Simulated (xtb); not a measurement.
Here is a job for xtb.
```
$ xtb mol.xyz --gfn 2 --uhf 1 --ohess --json

# file mol.xyz
13

O      2.61728890    -0.43864607    -0.75338711
Si     1.54075433     0.74931123    -0.42222508
O      1.64399013     0.99967682     1.19418823
O      0.03058598     0.32008352    -0.81310671
Si    -1.21669970    -0.29577899     0.05183208
O     -1.24421804     0.40035486     1.51029094
O     -1.04061958    -1.90097724     0.18083183
O     -2.58806207    -0.02095453    -0.76140456
H      2.47207528    -1.00548236    -1.50638325
H      2.44267513     0.71598213     1.63621696
H     -0.39500160     0.64026863     1.88164247
H     -1.52834686    -2.45596103    -0.42028312
H     -2.87988961     0.87944209    -0.86499168
```

Q: What is the computed dipole moment (GFN2-xTB (xtb 6.7.1))?

A: 1.76 D

Q: Give the total energy at the end of the optimisation at the level GFN2-xTB.

A: -834.9500 eV

Q: What is the computed zero-point energy (GFN2-xTB)?

A: 46.0 kcal/mol

Q: Predict the harmonic frequencies (imaginary ones negative) from GFN2-xTB.

A: 23, 40, 92, 101, 145, 168, 206, 223, 251, 272, 286, 297, 302, 334, 383, 410, 636, 779, 792, 822, 839, 863, 877, 888, 911, 963, 988, 1019, 3598, 3630, 3671, 3696, 3704 cm⁻¹
